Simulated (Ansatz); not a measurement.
`[SiH3][SiH]1[SiH2]S1` + H–F → `F[SiH]1[SiH2]S1` + SiH₄  (cleavage of the Si–Si bond)

Program: Ansatz. Geometries: PBE0-D4/def2-TZVP. ΔE: electronic, gas phase. CCSD(T)/CBS is the MP2 limit (def2-TZVPP, def2-QZVPP) plus CCSD(T) − MP2 in def2-TZVPP, frozen cores. This one scheme is used for every species. Functionals use def2-TZVPP.

`[SiH3][SiH]1[SiH2]S1`:

Cartesian coordinates in Å:
```
Si 0.775 -0.296 -1.761
Si 0.010 0.837 0.122
Si -1.078 -0.237 1.774
S 1.003 0.249 1.957
H 2.160 0.125 -2.101
H -0.112 -0.019 -2.922
H 0.759 -1.751 -1.458
H -0.154 2.307 -0.026
H -1.386 -1.685 1.699
H -1.977 0.470 2.716
```

H–F:

Z-matrix (Å, degrees):
```
F
H 1 0.920
```

`F[SiH]1[SiH2]S1`:

Z-matrix (Å, degrees):
```
Si
Si 1 2.236
S 1 2.119 2 59.8
F 1 1.595 2 121.7 3 104.2
H 1 1.476 2 127.5 3 -101.8
H 2 1.482 1 124.1 3 99.5
H 2 1.481 1 121.7 3 -100.3
```

SiH₄:

```xyz
5

Si    0.000    0.000    0.000
H    -0.507   -1.202    0.709
H    -0.240   -0.147   -1.458
H     1.456    0.144    0.249
H    -0.709    1.205    0.500
```

```csv
level,ΔE (kJ/mol)
revPBE,-102.9
CCSD/def2-TZVPP,-118.3
CCSD(T)/def2-TZVPP,-113.7
CCSD/CBS(def2),-116.2
```

What does CCSD(T)/CBS give? (Estimate.)

Computed: -111.6 kJ/mol. The listed levels differ from it by 8.7, -6.7, -2.1, -4.6 kJ/mol.

Largest T1 diagnostic among the species: 0.014.

In def2-TZVPP, CCSD(T) changes the Hartree–Fock value by +31.9 kJ/mol (the triples alone add +4.6 kJ/mol) and MP2 by +30.5 kJ/mol. Leaving LDA and LC-ωPBE aside and taking each functional with its dispersion term where it has one, the values, not all of them listed here, spread over 34.4 kJ/mol, from CAM-B3LYP-D4 to revPBE-D4. From BLYP to BHLYP (50 % exact exchange), in def2-TZVPP and without D4, ΔE moves by −6.4 kJ/mol.
